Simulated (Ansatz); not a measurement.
Isomers of C$_{2}$H$_{8}$InN, relaxed with PBE0-D4/def2-TZVP in Ansatz; electronic energies, one conformer each and not always the lowest. Functionals use def2-TZVPP; CBS adds triple-zeta CCSD(T) − MP2 to the MP2 limit of def2-TZVPP and def2-QZVPP.

Elements past krypton have def2 core potentials. Outer-core shells of In are correlated without core-valence functions. Spin–orbit coupling is left out.

Question: Order them by energy at frozen-core CCSD(T)/CBS, lowest first. (An estimate is asked.)
A. `[CH3][In]([CH3])[NH2]`
B. `C[NH][InH][CH3]`
C. `C[N](C)[InH2]`

Answer: A (0.0 kJ/mol), B (69.2 kJ/mol), C (121.1 kJ/mol).

Question: How do r2SCAN-D4, B2PLYP, MP2/CBS(def2), ωB97M-V place them (kJ/mol, against `[CH3][In]([CH3])[NH2]`)? (An estimate is asked.)

Answer: Computed: 
```
           isomer  r2SCAN-D4  B2PLYP  MP2/CBS(def2)  ωB97M-V
  `C[N](C)[InH2]`      109.4   115.6          133.7    112.7
`C[NH][InH][CH3]`       62.9    65.2           76.7     64.4
```
